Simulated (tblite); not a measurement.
C5H11NO2Si.
Geometry (GFN2-xTB, Å), atoms numbered from 1 in this order:
```
atom  x, y, z in Å
C1    -1.7126   -1.1953   -1.2490
Si2   -1.1447   -0.3010    0.3191
N3    -1.1639    1.4056    0.1228
C4     0.0674    2.0693    0.5090
C5     1.1914    1.0962    0.1676
C6     0.7614   -0.2938    0.6277
C7     1.3792   -1.4304   -0.0799
O8     1.5570   -2.5275    0.3932
O9     1.6768   -1.1778   -1.3724
H10   -2.7719   -1.0391   -1.4239
H11   -1.1742   -0.8485   -2.1264
H12   -1.5502   -2.2644   -1.1575
H13   -1.8098   -0.8456    1.5143
H14   -1.9860    1.9830    0.1701
H15    0.0798    2.3035    1.5824
H16    0.1744    3.0056   -0.0461
H17    1.3273    1.0816   -0.9132
H18    2.1286    1.4021    0.6345
H19    0.9377   -0.4286    1.6949
H20    2.0273   -1.9841   -1.7800
```

All values are computed: GFN2-xTB (tblite) harmonic vibrations without scaling, gas phase. This tight-binding method is rough: wavenumbers can miss measured ones by several per cent, in bad cases by 10 to 20. Modes of hydrogen on silicon can be 10 to 20 % off. One conformer, not necessarily the lowest.

Harmonic wavenumbers (cm⁻¹): 50.5, 67.5, 100.9, 124.4, 168.4, 181.7, 224.4, 267.1, 343.8, 420.8, 501.4, 530.8, 557.5, 591.5, 608.0, 651.2, 670.8, 718.6, 769.0, 806.9, 831.7, 879.0, 893.6, 932.4, 979.2, 1022.3, 1081.7, 1102.2, 1136.5, 1143.6, 1185.9, 1199.5, 1249.6, 1265.9, 1285.7, 1335.5, 1352.1, 1368.3, 1473.4, 1475.4, 1483.5, 1499.5, 1757.4, 2188.9, 2867.8, 2946.1, 2979.1, 2987.7, 3013.8, 3037.8, 3051.2, 3053.7, 3464.3, 3486.2.

A = 1942, B = 1194, C = 924.7 MHz; mass 145.056 u (most abundant isotopes); point group C1, symmetry number 1.

What is the zero-point energy?

½Σν̃ = 34683 cm⁻¹ = 99.16 kcal/mol.

Entropy at 350 K, 1 bar (ideal gas, RRHO, classical rotation)?

Translation 41.65, rotation 29.87, vibration 37.09: S = 108.6 cal/(mol K).

And Cp and H(350 K) − H(0)?

Cp = 46.95 cal/(mol K), of which vibrations give 39.00 (their classical limit is 54 R = 107.3); H(350 K) − H(0) = 9.60 kcal/mol without the zero-point energy, 6.82 from vibrations.

How do the functions run with temperature in this model?

| T (K) | S (cal/(mol K)) | Cp (cal/(mol K)) | H − H(0) (kcal/mol) | G − H(0) (kcal/mol) | ln q(vib) |
| --- | --- | --- | --- | --- | --- |
| 50 | 59.3 | 13.7 | 0.51 | -2.46 | 0.52 |
| 100 | 70.8 | 19.6 | 1.35 | -5.73 | 1.83 |
| 298.15 | 101.6 | 41.2 | 7.32 | -22.96 | 7.40 |
| 373.15 | 111.7 | 49.4 | 10.72 | -30.96 | 9.50 |
| 500 | 127.9 | 61.1 | 17.76 | -46.17 | 13.05 |
| 750 | 155.9 | 77.1 | 35.20 | -81.74 | 19.81 |
| 1000 | 179.6 | 87.4 | 55.85 | -123.77 | 26.09 |

q(vib) and H(0) count from the zero-point level.

Blend soft modes into free rotors: weight 1/[1 + (100 cm⁻¹/ν̃)⁴] for the oscillator and the rest for a rotor with moment μB/(μ + B), μ = h/(8π²ν), B = 10⁻⁴⁴ kg m². What vibrational entropy results?

34.25 cal/(mol K) in place of 37.09, which changes −T·S at 350 K by +0.99 kcal/mol.

Which modes carry the vibrational entropy at 350 K?

50.5 cm⁻¹: 5.11; 67.5 cm⁻¹: 4.54; 100.9 cm⁻¹: 3.75; 124.4 cm⁻¹: 3.34; 168.4 cm⁻¹: 2.76; 181.7 cm⁻¹: 2.61 cal/(mol K); the other 48 give 14.97 together.

What must be added to the electronic energy to get the Gibbs energy at 350 K and 1 bar?

ZPE + [H(350 K) − H(0)] − T·S = 99.16 + 9.60 − 38.01 = 70.75 kcal/mol.

Hindered rotation and anharmonicity are outside this model. Other conformers, if any are populated, would add a mixing term that is left out. The structure is chiral; the term R ln 2 for an equal mix with its mirror image is left out.
